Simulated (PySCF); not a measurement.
A TDDFT job was run through a driver script with this input:

```
{"job": {"kind": "uv", "xc": "PBE0", "basis": "def2-SVPD", "nstates": 8, "ntriplets": 3}, "charge": 0, "multiplicity": 1}
N     -1.259188    -2.317971    -0.094752
C     -1.332653    -1.173861    -0.101763
C     -1.274792     0.255066    -0.133004
B      0.214233     0.771495     0.323441
N      1.335947    -0.313699    -0.188285
Cl     0.709351     2.338182    -0.497098
Cl     0.447288     0.813520     2.143594
H     -1.513477     0.585152    -1.146683
H     -2.045503     0.653131     0.528938
H      2.186046    -0.182482     0.361708
H      1.548717    -0.163241    -1.175203
H      0.985229    -1.265976    -0.046921
```

Its output, with some lines taken out ([cut]) and without the SCF cycles:

```
converged SCF energy = -1133.1223430703

[cut]

Singlet excitations
state   eV       nm        f      main configurations
  1   6.8908    179.9   0.01046   H->L 0.95
[cut]
[cut]
  4   7.6300    162.5   0.05937   H-3->L 0.89
[cut]
[cut]
  7   7.9010    156.9   0.00831   H->L+1 0.91
  8   8.0542    153.9   0.00531   H-4->L+1 0.43, H-2->L+1 0.20, H-1->L+2 0.11

[cut]
```

The calculation used TDDFT PBE0/def2-SVPD, vertical, gas phase, core orbitals frozen in the response (PySCF 2.14.0, density-fitted response routines). The structure is a single GFN2-xTB conformer in the gas phase; no vibrational or solvent corrections.

Question: What stood in the cut lines?

Answer: 
```
Static polarisability (au): isotropic 78.791, principal 69.680 75.299 91.393
  2   6.9653    178.0   0.03132   H-1->L 0.94
  3   7.3456    168.8   0.00078   H-2->L 0.97
  5   7.6406    162.3   0.00838   H-1->L+2 0.52, H-5->L+2 0.10, H-1->L+1 0.10
  6   7.7977    159.0   0.06522   H-1->L+1 0.68, H-4->L+2 0.11
Triplet excitations (Tamm-Dancoff, eV): 6.4566 6.8270 6.8635
```

Question: What share of the summed oscillator strength falls to the strongest level in this window?

Answer: State 6 at 159 nm: 0.0652 of 0.1892, or 34%.

Question: Give the mean polarisability in Å³.

Answer: 78.79 au × 0.148185 = 11.68 Å³.

Question: What transition dipole goes with state 6?

Answer: |μ|² = 3f / (2ΔE) = 3 × 0.0652 / (2 × 0.2866) = 0.341 au, so |μ| = 1.49 D.

Question: Write the structure that the coordinates describe.

Answer: `N#CC[B-]([NH3+])(Cl)Cl` (C2H5BCl2N2), point group C1.

H and L stand for HOMO and LUMO.

Time: 41 s wall (with the writing of density and orbital grids); peak memory 0.73 GiB. Hardware: an Arm Neoverse V1 with one thread, no GPU, shared host with 32 logical CPUs at a one-minute load of 24.

Conformer computed: `[N:1]#[C:2][CH2:3][B-:4]([NH3+:5])([Cl:6])[Cl:7]`: C2–C3–B4–N5 34°.
